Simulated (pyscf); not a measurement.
Single points on ωB97X-D3(BJ)/def2-SVP structures (PySCF, gas phase). Correlated levels are frozen-core, on RHF or UHF. ΔMP2 is the change of the MP2 total energy from the triple- to the quadruple-zeta basis.

### Question
What is the homolytic dissociation enthalpy (298 K, CCSD(T)/def2-TZVPP + ΔMP2(QZVPP)) of the Ga–Si bond of H₂Ga–SiH=AsH, to GaH₂• + [HSi=AsH]•?

### Answer
Ga–Si to GaH₂• + [HSi=AsH]•: 71.5 kcal/mol. The radicals are drawn with the spin at the cut bond; how far it spreads was not checked. H₂Ga–SiH=AsH lies 31.5 kcal/mol over its isomer H₃Si–AsH–Ga [singlet] (electronic energy, ωB97M-D3(BJ)). [HSi=AsH]• lies 13.8 kcal/mol over its isomer H₂Si=As• (electronic energy, ωB97M-D3(BJ)). The CCSD(T) − MP2 part came from Ansatz, without density fitting, on the same reference. An open-shell T1 diagnostic exceeds 0.045. A UHF reference is spin-contaminated (<S²> up to 1.20), which harms MP2 most. The frozen core leaves the outer d or s,p core shells of the metals and heavy elements correlated in the MP2 and CC values, and def2-TZVPP describes them poorly, which can shift differences by a few kcal/mol. Elements up to Kr have no core potential and no relativistic terms here.
